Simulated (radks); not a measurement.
Task: Dipole-allowed excitations along the series with 10 electrons in [Ne]. Method: scalar-relativistic Kohn-Sham, PBE, spin-polarised, spherical densities, finite nucleus; Fermi nuclear charge, rms radius of each element as measured or else 0.836 A^(1/3) + 0.57 fm; computed with a radial shooting solver on a logarithmic mesh with Libxc functionals. Time-dependent linear response with the Hartree and adiabatic LDA kernel, continuum included through the Sternheimer equations, no spin-orbit coupling, so fine structure and intercombination lines are absent. Lines are the poles of the dipole polarisability below minus the highest occupied eigenvalue, found on a grid refined at the orbital gaps; the lowest seven at most are given, and weak or close lines can be missed. The first line takes the name of the lowest orbital gap if no other gap lies below it; otherwise a line is named after a gap within 0.6 % of it, if that gap stands alone.

| species | -e(HOMO) (eV) | lowest orbital gap (eV) | first line (eV) | f | strongest line (eV) | its f | static alpha (bohr^3) |
|---|---|---|---|---|---|---|---|
| Si4+ | 148.55 | 2p-3s 98.240 | 98.600 (2p-3s) | 0.206 | 120.80 (unassigned) | 0.850 | 0.1711 |
| P5+ | 199.90 | 2p-3s 128.82 | 129.27 (2p-3s) | 0.206 | 157.04 (unassigned) | 1.12 | 0.1104 |
| S6+ | 258.17 | 2p-3s 163.18 | 163.73 (2p-3s) | 0.205 | 197.10 (unassigned) | 1.37 | 0.07477 |
| Ar8+ | 395.36 | 2p-3s 243.24 | 243.99 (2p-3s) | 0.201 | 288.69 (unassigned) | 1.77 | 0.03816 |
| K9+ | 474.29 | 2p-3s 288.95 | 289.81 (2p-3s) | 0.199 | 340.22 (unassigned) | 1.93 | 0.02839 |

Estimate the first line of Cl7+, its oscillator strength and the static polarisability.

Result: 201.97 eV (2p-3s), f = 0.203, alpha = 0.05260 bohr^3.
